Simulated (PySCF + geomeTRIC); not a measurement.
These are BP86-D3(BJ)/def2-SVP (PySCF + geomeTRIC) values and carry that method's errors. fastk is a local helper that only speeds up exchange builds. No frequencies were computed at this level.

```python
import json, numpy as np
from pyscf import gto, dft
from fastk import lowrank_exchange
atoms = """
Zn    -0.454366     0.190722     0.121600
C      0.731590     1.816527    -0.104287
H      1.528794     1.562835    -0.795935
H      1.185473     2.103418     0.837972
H      0.211547     2.681926    -0.496379
N     -0.808718    -1.659826     0.068902
C     -1.641404    -2.246351    -0.957079
C     -0.865129    -2.450171     1.278131
H     -1.268470    -3.248300    -1.209323
H     -2.691443    -2.354696    -0.641467
H     -1.609566    -1.633458    -1.858664
H     -1.890542    -2.562379     1.665323
H     -0.475890    -3.458065     1.080329
H     -0.248114    -1.991911     2.052071
"""
def scf(charge, spin, dm0=None):
    mol = gto.M(atom=atoms, basis='def2-svp', ecp={}, charge=charge, spin=spin, verbose=3, max_memory=3360)
    mf = dft.KS(mol, xc='bp86').density_fit(auxbasis="def2-universal-jkfit")
    mf.disp = 'd3bj'
    mf.grids.level = 3
    mf.conv_tol = 1e-8
    mf.max_cycle = 120
    mf.level_shift = 0.25
    mf.kernel(dm0)
    if not mf.converged:
        mf = mf.newton().run(mf.mo_coeff, mf.mo_occ).undo_soscf()
    return mf
mf = scf(0, 0)
from pyscf.geomopt.geometric_solver import kernel as optimize
path = []
done, mol = optimize(mf, maxsteps=120, assert_convergence=False, callback=lambda env: path.append((env["energy"], bool(env["g_scanner"].converged))))
res = dict(converged=bool(done and path[-1][1]), energy=path[-1][0], path=[e for e, c in path], xyz=mol.atom_coords(unit="Angstrom").tolist(), nao=mol.nao)
json.dump(res, open("result.json", "w"))
```

Output:

```
converged SCF energy = -1953.73948239077
Geometry optimization cycle 1
converged SCF energy = -1953.73948239068
cycle 1: E = -1953.73948239  dE = -1953.74  norm(grad) = 0.0630349
Geometry optimization cycle 2
converged SCF energy = -1953.74619952588
cycle 2: E = -1953.74619953  dE = -0.00671714  norm(grad) = 0.0178832
Geometry optimization cycle 3
converged SCF energy = -1953.7476494469
cycle 3: E = -1953.74764945  dE = -0.00144992  norm(grad) = 0.0123499
Geometry optimization cycle 4
converged SCF energy = -1953.74882759583
cycle 4: E = -1953.7488276  dE = -0.00117815  norm(grad) = 0.0109827
Geometry optimization cycle 5
converged SCF energy = -1953.74922368886
cycle 5: E = -1953.74922369  dE = -0.000396093  norm(grad) = 0.00588614
Geometry optimization cycle 6
converged SCF energy = -1953.74931753853
cycle 6: E = -1953.74931754  dE = -9.38497e-05  norm(grad) = 0.0023964
Geometry optimization cycle 7
converged SCF energy = -1953.74935436485
cycle 7: E = -1953.74935436  dE = -3.68263e-05  norm(grad) = 0.0018113
Geometry optimization cycle 8
converged SCF energy = -1953.74938121722
cycle 8: E = -1953.74938122  dE = -2.68524e-05  norm(grad) = 0.00221424
Geometry optimization cycle 9
converged SCF energy = -1953.74941714721
cycle 9: E = -1953.74941715  dE = -3.593e-05  norm(grad) = 0.0026448
Geometry optimization cycle 10
converged SCF energy = -1953.74946218877
cycle 10: E = -1953.74946219  dE = -4.50416e-05  norm(grad) = 0.00271415
Geometry optimization cycle 11
converged SCF energy = -1953.74950451584
cycle 11: E = -1953.74950452  dE = -4.23271e-05  norm(grad) = 0.00222523
Geometry optimization cycle 12
converged SCF energy = -1953.74953013322
cycle 12: E = -1953.74953013  dE = -2.56174e-05  norm(grad) = 0.00134201
Geometry optimization cycle 13
converged SCF energy = -1953.74953893561
cycle 13: E = -1953.74953894  dE = -8.80238e-06  norm(grad) = 0.000639955
Geometry optimization cycle 14
converged SCF energy = -1953.74954149788
cycle 14: E = -1953.7495415  dE = -2.56228e-06  norm(grad) = 0.000382006
Geometry optimization cycle 15
converged SCF energy = -1953.74954276902
cycle 15: E = -1953.74954277  dE = -1.27114e-06  norm(grad) = 0.00025865
Geometry optimization cycle 16
converged SCF energy = -1953.74765023316
cycle 16: E = -1953.74765023  dE = 0.00189254  norm(grad) = 0.0169095
Geometry optimization cycle 17
converged SCF energy = -1953.74928678316
cycle 17: E = -1953.74928678  dE = -0.00163655  norm(grad) = 0.0050369
Geometry optimization cycle 18
converged SCF energy = -1953.74953524205
cycle 18: E = -1953.74953524  dE = -0.000248459  norm(grad) = 0.00106626
Geometry optimization cycle 19
converged SCF energy = -1953.74954121084
cycle 19: E = -1953.74954121  dE = -5.96879e-06  norm(grad) = 0.000499283
Geometry optimization cycle 20
converged SCF energy = -1953.74954296793
cycle 20: E = -1953.74954297  dE = -1.7571e-06  norm(grad) = 0.000254571
Geometry optimization cycle 21
converged SCF energy = -1953.74954311159
cycle 21: E = -1953.74954311  dE = -1.4366e-07  norm(grad) = 9.77611e-05
<class 'geometric.internal.Distance'> : 13
<class 'geometric.internal.Angle'> : 21
<class 'geometric.internal.OutOfPlane'> : 1
<class 'geometric.internal.Dihedral'> : 17
<class 'geometric.internal.TranslationX'> : 1
<class 'geometric.internal.TranslationY'> : 1
<class 'geometric.internal.TranslationZ'> : 1
<class 'geometric.internal.RotationA'> : 1
<class 'geometric.internal.RotationB'> : 1
<class 'geometric.internal.RotationC'> : 1
Step    0 : Gradient = 1.685e-02/3.075e-02 (rms/max) Energy = -1953.7394823907
Step    1 : Displace = 7.206e-02/1.127e-01 (rms/max) Trust = 1.000e-01 (=) Grad = 4.779e-03/1.075e-02 (rms/max) E (change) = -1953.7461995259 (-6.717e-03) Quality = 1.141
Step    2 : Displace = 4.433e-02/8.896e-02 (rms/max) Trust = 1.414e-01 (+) Grad = 3.301e-03/7.774e-03 (rms/max) E (change) = -1953.7476494469 (-1.450e-03) Quality = 1.390
Step    3 : Displace = 6.586e-02/1.436e-01 (rms/max) Trust = 2.000e-01 (+) Grad = 2.935e-03/5.412e-03 (rms/max) E (change) = -1953.7488275958 (-1.178e-03) Quality = 1.295
Step    4 : Displace = 3.706e-02/7.790e-02 (rms/max) Trust = 2.828e-01 (+) Grad = 1.573e-03/3.132e-03 (rms/max) E (change) = -1953.7492236889 (-3.961e-04) Quality = 1.240
Step    5 : Displace = 1.296e-02/2.649e-02 (rms/max) Trust = 3.000e-01 (+) Grad = 6.405e-04/1.534e-03 (rms/max) E (change) = -1953.7493175385 (-9.385e-05) Quality = 1.307
Step    6 : Displace = 7.862e-03/1.180e-02 (rms/max) Trust = 3.000e-01 (=) Grad = 4.841e-04/1.049e-03 (rms/max) E (change) = -1953.7493543648 (-3.683e-05) Quality = 1.360
Step    7 : Displace = 1.061e-02/1.751e-02 (rms/max) Trust = 3.000e-01 (=) Grad = 5.918e-04/1.070e-03 (rms/max) E (change) = -1953.7493812172 (-2.685e-05) Quality = 1.459
Step    8 : Displace = 2.015e-02/3.243e-02 (rms/max) Trust = 3.000e-01 (=) Grad = 7.069e-04/1.556e-03 (rms/max) E (change) = -1953.7494171472 (-3.593e-05) Quality = 1.405
Step    9 : Displace = 3.095e-02/4.799e-02 (rms/max) Trust = 3.000e-01 (=) Grad = 7.254e-04/1.659e-03 (rms/max) E (change) = -1953.7494621888 (-4.504e-05) Quality = 1.390
Step   10 : Displace = 3.500e-02/5.103e-02 (rms/max) Trust = 3.000e-01 (=) Grad = 5.947e-04/1.256e-03 (rms/max) E (change) = -1953.7495045158 (-4.233e-05) Quality = 1.342
Step   11 : Displace = 2.761e-02/4.228e-02 (rms/max) Trust = 3.000e-01 (=) Grad = 3.587e-04/7.558e-04 (rms/max) E (change) = -1953.7495301332 (-2.562e-05) Quality = 1.322
Step   12 : Displace = 1.755e-02/2.698e-02 (rms/max) Trust = 3.000e-01 (=) Grad = 1.710e-04/3.675e-04 (rms/max) E (change) = -1953.7495389356 (-8.802e-06) Quality = 1.309
Step   13 : Displace = 1.240e-02/1.894e-02 (rms/max) Trust = 3.000e-01 (=) Grad = 1.021e-04/2.936e-04 (rms/max) E (change) = -1953.7495414979 (-2.562e-06) Quality = 1.124
Step   14 : Displace = 8.837e-03/1.331e-02 (rms/max) Trust = 3.000e-01 (=) Grad = 6.913e-05/1.659e-04 (rms/max) E (change) = -1953.7495427690 (-1.271e-06) Quality = 2.772
Step   15 : Displace = 1.450e-01/2.284e-01 (rms/max) Trust = 3.000e-01 (=) Grad = 4.519e-03/1.196e-02 (rms/max) E (change) = -1953.7476502332 (+1.893e-03) Quality = 0.000
Step   16 : Displace = 7.223e-02/1.304e-01 (rms/max) Trust = 7.248e-02 (-) Grad = 1.346e-03/3.944e-03 (rms/max) E (change) = -1953.7492867832 (-1.637e-03) Quality = 1.018
Step   17 : Displace = 6.059e-02/8.580e-02 (rms/max) Trust = 1.025e-01 (+) Grad = 2.850e-04/5.275e-04 (rms/max) E (change) = -1953.7495352420 (-2.485e-04) Quality = 0.975
Step   18 : Displace = 9.951e-03/1.645e-02 (rms/max) Trust = 1.450e-01 (+) Grad = 1.334e-04/3.425e-04 (rms/max) E (change) = -1953.7495412108 (-5.969e-06) Quality = 1.354
Step   19 : Displace = 6.297e-03/8.987e-03 (rms/max) Trust = 2.050e-01 (+) Grad = 6.804e-05/1.693e-04 (rms/max) E (change) = -1953.7495429679 (-1.757e-06) Quality = 1.001
Step   20 : Displace = 6.480e-04/1.254e-03 (rms/max) Trust = 2.899e-01 (+) Grad = 2.613e-05/6.227e-05 (rms/max) E (change) = -1953.7495431116 (-1.437e-07) Quality = 0.784
Converged! =D
```

Cost: roughly 7 core-minutes.
